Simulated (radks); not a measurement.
Spherical quantum dot in the effective-mass picture: electrons in a hard-walled sphere of radius 2.34, all in effective atomic units (hartree* = m*/eps^2 hartree, bohr* = eps/m* bohr), one dielectric constant everywhere. Method: non-relativistic Kohn-Sham, exchange-only LDA, spin-polarised, spherical densities; computed with a radial shooting solver with Libxc functionals. Levels are named by radial order and angular momentum (1s, 1p, 1d, 2s, ...), and open shells are averaged over m. Results are scaled to m* = 0.16 and eps = 17, for which hartree* = 15.07 meV and bohr* = 5.623 nm.

N = 8, configuration 1s2 1p6. This is the lowest configuration that the search found. Occupied and some empty levels:

| level | occupation | eigenvalue (meV) | <r> (nm) |
|---|---|---|---|
| 1s | 2 | 83.496 | 7.522 |
| 1p | 6 | 94.175 | 8.335 |
| 1d | 0 | 109.69 | 8.876 |
| 2s | 0 | 125.29 | 6.252 |
| 1f | 0 | 129.39 | 9.275 |

Energy (meV): total 449.479, kinetic 203.29, external 0, Hartree 300.75, exchange-correlation -54.557.

Electron density:

| r (nm) | n(r) (e/nm^3) |
|---|---|
| 0.993 | 0.0006406 |
| 1.98 | 0.0007896 |
| 2.96 | 0.001018 |
| 3.95 | 0.001293 |
| 4.93 | 0.001567 |
| 5.92 | 0.001782 |
| 6.90 | 0.001868 |
| 7.89 | 0.001774 |
| 8.87 | 0.001484 |
| 9.86 | 0.001042 |
| 10.8 | 0.0005653 |
| 11.8 | 0.0001897 |
| 12.8 | 0.00001196 |
